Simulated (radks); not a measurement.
The numbers below are computed, except where a source is named.
Sn IV, 47 electrons, occupied as [Kr] 4d10 5s1 (the NIST ground configuration).

Level of theory: scalar-relativistic Kohn-Sham, B86b exchange with PBE correlation, spin-polarised, spherical densities, point nucleus; open shells are filled with parallel spins first (spin-orbit coupling, left out, can overturn this in heavy ions) (a radial shooting solver on a logarithmic mesh with Libxc functionals).

Energy parts (Ry):
part                        energy
total                 -12352.03154
kinetic                12896.96403
electron-nucleus      -29766.46947
Hartree                 4846.92788
exchange-correlation    -329.45397

Orbitals (lengths in bohr, moments of r in powers of bohr):
orbital	occ.	eigenvalue (Ry)	<r>	<r^2>
1s up	1	-2134.971	0.02905	0.001143
1s down	1	-2134.968	0.02905	0.001143
2s up	1	-324.1502	0.1255	0.01857
2s down	1	-324.1488	0.1255	0.01857
2p up	3	-291.2053	0.1096	0.01466
2p down	3	-291.2037	0.1096	0.01466
3s up	1	-64.31462	0.3393	0.1316
3s down	1	-64.31162	0.3393	0.1316
3p up	3	-53.54871	0.3377	0.1323
3p down	3	-53.54567	0.3377	0.1323
3d up	5	-36.97812	0.3146	0.1175
3d down	5	-36.97551	0.3146	0.1175
4s up	1	-12.01864	0.8184	0.7578
4s down	1	-12.01169	0.8180	0.7568
4p up	3	-8.76647	0.8852	0.8951
4p down	3	-8.75711	0.8840	0.8923
4d up	5	-4.05912	1.084	1.387
4d down	5	-4.03642	1.077	1.367
5s up	1	-2.68538	2.117	5.020
5s down	0	-2.59608	2.110	4.991
5p up	0	-2.00831	2.474	6.873
5p down	0	-1.91526	2.470	6.857
5d up	0	-1.16517	3.462	13.50

The highest occupied level is 5s up at -36.536 eV. Summed over all electrons, <r^2> = 28.03 bohr^2, which gives a Langevin (diamagnetic) susceptibility term of -22.2 x 10^-6 cm^3/mol. The density falls to 0.001 e/bohr^3 at r = 3.32 bohr.
